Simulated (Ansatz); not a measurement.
Molecule: sum formula SiI2F, net charge 0, doublet state. It need not be the lowest isomer of its formula. 
Coordinates optimised at B3LYP-D3(BJ)/def2-TZVP (Ansatz, a program for electronic structure):
SMILES: [Si](I)(F)I
```xyz
4

F     -0.0483     2.2943    -0.1813
Si    -0.0142     0.8883     0.5857
I     -2.0514    -0.3543    -0.0479
I      2.0634    -0.2699    -0.0760
```
Charge 0, spin multiplicity 2.

Total electronic energies in hartree. Correlated levels leave the core frozen unless marked. Open shells are spin-unrestricted. No spin-orbit coupling. The frozen core is the preceding noble-gas configuration, with the filled d and f shells of earlier blocks. Past Kr the def2 sets carry scalar-relativistic core potentials. Basis-set limits of correlation are two-point, X^-3; Hartree-Fock from the larger set.

```csv
level,program,energy (Eh)
BLYP-D3(BJ)/def2-TZVPD,Ansatz + dftd3,?
revPBE-D3(BJ)/def2-TZVPD,Ansatz + dftd3,-984.91471
PBE0/def2-SVP,Ansatz,?
r2SCAN0/def2-TZVPD,Ansatz,?
LC-wPBE-D4/def2-TZVPD,Ansatz + dftd4,-984.83862
B2PLYP-D3(BJ)/def2-TZVPD,Ansatz + dftd3,-984.20034
B2PLYP/def2-TZVPD,Ansatz,-984.19337
CCSD/def2-QZVPP,Ansatz,-982.59155
"CCSD(T)/CBS(def2-TZVPP,def2-QZVPP)",Ansatz,-982.6778
```

Q: Some entries are withheld; supply them.

A: 
- BLYP-D3(BJ)/def2-TZVPD, energy (Eh): -984.81446
- PBE0/def2-SVP, energy (Eh): -984.47017
- r2SCAN0/def2-TZVPD, energy (Eh): -985.01569
